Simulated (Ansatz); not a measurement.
CH3BSi, SMILES `B1=C[SiH2]1` (charge 0, multiplicity 1).

Method: frozen-core CCSDT(Q)/6-31g // PBE0-D3(BJ)/def2-TZVP (Ansatz, a first-principles code).

Ansatz 0.2 input:
```yaml
crystal:
  periodic: [false, false, false]
  atoms:
    - { symbol: B, position_ang: [0.661085, -0.631915, 1.114867] }
    - { symbol: C, position_ang: [1.232698, -0.127256, -0.000893] }
    - { symbol: Si, position_ang: [-0.760945, 0.004533, 0.147003] }
    - { symbol: H, position_ang: [1.874329, 0.208386, -0.796521] }
    - { symbol: H, position_ang: [-1.392943, 1.341065, 0.307487] }
    - { symbol: H, position_ang: [-1.614224, -0.794813, -0.771943] }
basis:
  gaussian: { orbitals: "6-31g" }
correlation:
  method: ccsdt_q
```

Output:

```
Functional definition: HF
851 factors; integrals over basis functions are off by at most 1.2e-7 eV
mean field evaluation 1: about -9603.2181 eV, gradient 2.4e1 eV
mean field evaluation 2: about -9603.2247 eV, gradient 2.4e1 eV
mean field evaluation 4: about -9605.1189 eV, gradient 3.0e0 eV
mean field evaluation 8: about -9605.1705 eV, gradient 4.4e-4 eV
mean field evaluation 16: about -9605.1117 eV, gradient 3.0e0 eV
mean field -9605.17052861 eV, -352.9835063082 hartree, gradient 2.5e-6 eV, S^2 0.000000; 0 other end points of the search recorded, 0 dependent functions left out; unrestricted orbitals would lower it
7 core orbitals not correlated
reference -9605.17052861 eV, -352.9835063082 hartree; 7, 7 occupied and 23, 23 virtual orbitals, 851 factors
second order -5.73491588 eV of doubles, -0.00000000 eV of singles
cycle   1  -6.04177899 eV  change   -3.1e-1 eV  update   1.1e-1
cycle   2  -6.48290473 eV  change   -4.4e-1 eV  update   5.6e-2
cycle   3  -6.80373790 eV  change   -3.2e-1 eV  update   2.9e-2
cycle   4  -6.78462229 eV  change    1.9e-2 eV  update   9.5e-3
cycle   5  -6.78970278 eV  change   -5.1e-3 eV  update   5.2e-3
cycle   6  -6.79268944 eV  change   -3.0e-3 eV  update   1.5e-3
cycle   7  -6.79260488 eV  change    8.5e-5 eV  update   6.2e-4
cycle   8  -6.79242118 eV  change    1.8e-4 eV  update   2.5e-4
cycle   9  -6.79238517 eV  change    3.6e-5 eV  update   1.1e-4
cycle  10  -6.79237147 eV  change    1.4e-5 eV  update   4.1e-5
cycle  11  -6.79237079 eV  change    6.8e-7 eV  update   1.8e-5
cycle  12  -6.79237644 eV  change   -5.6e-6 eV  update   7.2e-6
cycle  13  -6.79237751 eV  change   -1.1e-6 eV  update   3.5e-6
cycle  14  -6.79237925 eV  change   -1.7e-6 eV  update   1.5e-6
cycle  15  -6.79238010 eV  change   -8.5e-7 eV  update   6.4e-7
perturbative correction -0.02059135 eV, -0.0007567181 hartree
Total energy: -9611.98350006 eV, -353.2338783909 hartree
```
